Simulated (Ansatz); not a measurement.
The cluster CdCl2⁻: single points at one geometry.

```yaml
crystal:
  periodic: [false, false, false]
  atoms:
    - {symbol: Cd, position_ang: [-0.052970, -0.856994, -0.046926]}
    - {symbol: Cl, position_ang: [-1.650829, 0.459937, 1.347822]}
    - {symbol: Cl, position_ang: [1.703799, 0.397057, -1.300896]}
basis:
  gaussian: {orbitals: def2-TZVPD, initial_orbitals: start.molden}
total_charge: -1
magnetization: {spin_polarized: true, initial_magnetization: 1}
hamiltonian: {xc: {name: LC-wPBE, parameters: {omega: 0.15/bohr}}}
scf: {omitted_lower_state_checks: [starts]}
output: {orbitals: {seedname: orbitals}}
```

The file start.molden holds the orbitals of an earlier run on this structure, at another level or in another basis.

```sh
$ ansatz run in.yaml --threads 4 --pin off --events-out ev --progress --plain --max-ram 3916MiB
```

Output, abridged:

```
Functional definition: LC-wPBE
929 factors; their error is unknown
93 factors; integrals over basis functions are off by at most 2.9e-5 eV
mean field evaluation 1: about -29607.3073 eV, gradient 8.6e0 eV
mean field evaluation 2: about -29607.3945 eV, gradient 1.4e-1 eV
mean field evaluation 4: about -29607.3939 eV, gradient 9.9e-4 eV
mean field evaluation 8: about -29607.3939 eV, gradient 8.5e-6 eV
mean field -29607.39386975 eV, -1088.0516561010 hartree, gradient 8.5e-6 eV, S^2 0.751996; 0 other end points of the search recorded, 0 dependent functions left out
reference -29607.39386979 eV, -1088.0516561023 hartree; 28, 27 occupied and 104, 105 virtual orbitals, 929 factors
Total energy: -29607.39386979 eV, -1088.0516561023 hartree
Checks for a lower state left out: starts
```

It took 2.2 s on 4 threads of Arm Neoverse V1 on a shared host.

First input, but with `hamiltonian: {xc: pbe0, dispersion: d4}` (abridged; 2.5 s):

```
Functional definition: PBE0
mean field -29607.07182554 eV, -1088.0398211945 hartree, gradient 1.3e-5 eV, S^2 0.752261
Total energy: -29607.14290297 eV, -1088.0424332419 hartree
Checks for a lower state left out: starts
```

The first input with `hamiltonian: {xc: r2scan, dispersion: d4}` (abridged; 4.4 s):

```
Functional definition: r2SCAN
mean field -29615.48540309 eV, -1088.3490144664 hartree, gradient 1.1e-5 eV, S^2 0.753465
Total energy: -29615.50341227 eV, -1088.3496762917 hartree
Checks for a lower state left out: starts
```

First input, but with `hamiltonian: {xc: {name: BLYP}, dispersion: d4}` (abridged; 1.9 s):

```
Functional definition: BLYP
mean field -29614.28847229 eV, -1088.3050280709 hartree, gradient 1.0e-5 eV, S^2 0.750986
Total energy: -29614.46232612 eV, -1088.3114170813 hartree
Checks for a lower state left out: starts
```

The first input with `hamiltonian: {xc: pbe, dispersion: d4}`, `output: {forces: true, orbitals: {seedname: orbitals}}` (abridged; 1.9 s):

```
Functional definition: PBE
mean field -29605.34479050 eV, -1087.9763538276 hartree, gradient 8.9e-6 eV, S^2 0.751473
Total energy: -29605.42742144 eV, -1087.9793904584 hartree
Atom 0 force    -0.009813    -0.142093    -0.006969 eV/Å
Atom 1 force    -0.139063     0.073350     0.117118 eV/Å
Atom 2 force     0.148876     0.068743    -0.110149 eV/Å
Dipole moment:    -0.035710    -0.580923    -0.031964 e Å
Checks for a lower state left out: starts
```

First input, but with `gaussian: {orbitals: STO-3G}`, `hamiltonian: {xc: hf}` (abridged; 0.25 s):

```
Functional definition: HF
mean field -171997.90542663 eV, -6320.8064400609 hartree, gradient 1.2e-5 eV, S^2 0.754025
Total energy: -171997.90542663 eV, -6320.8064400609 hartree
Checks for a lower state left out: starts
```

As the first input, with `gaussian: {orbitals: def2-SVPD, initial_orbitals: start.molden}`, `hamiltonian: {xc: pbe0, dispersion: d4}` (abridged; 1.6 s):

```
Functional definition: PBE0
mean field -29597.92112993 eV, -1087.7035393333 hartree, gradient 8.3e-5 eV, S^2 0.752121
Total energy: -29597.99219995 eV, -1087.7061511084 hartree
Checks for a lower state left out: starts
```

Geometry: r2SCAN-D4/def2-TZVPD.

In the def2 sets Cd takes a core potential, while STO-3G treats all electrons; there is no spin–orbit coupling. At BLYP-D4/def2-TZVPD, HF/STO-3G the highest occupied level of the charge -1 doublet lies above zero (up to 1.89 eV). In Hartree–Fock with STO-3G the lack of diffuse functions raises the level. By energy differences its removal costs 2.77 eV (vertical, to the charge 0 singlet, at LC-ωPBE (ω = 0.30 bohr⁻¹)/def2-TZVPD). The structure comes from a short search, and lower isomers may exist.
